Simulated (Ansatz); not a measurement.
CH2NO, SMILES C(=O)[NH], multiplicity 2.

Coordinates come from a PBE0-D3(BJ)/def2-TZVP optimisation. The geometry has at least one imaginary mode, so it is a saddle point at that level. The isomer is the one that the SMILES or the coordinates give; other isomers of the formula were not compared. Other conformers were not sampled.

Two levels are set side by side: PBE/def2-TZVPD (Ansatz, a first-principles code) and PBE0/def2-TZVPD (Ansatz). Energy differences of separate SCF runs at the same geometry; the states with an electron removed or added have multiplicity 3 and 1. Differences are taken from unrounded values.

```
quantity                          PBE0    PBE  PBE minus PBE0
-------------------------------  -----  -----  --------------
vertical ionisation energy (eV)  10.75  10.79            0.04
vertical electron affinity (eV)   2.44   2.28           -0.17
```
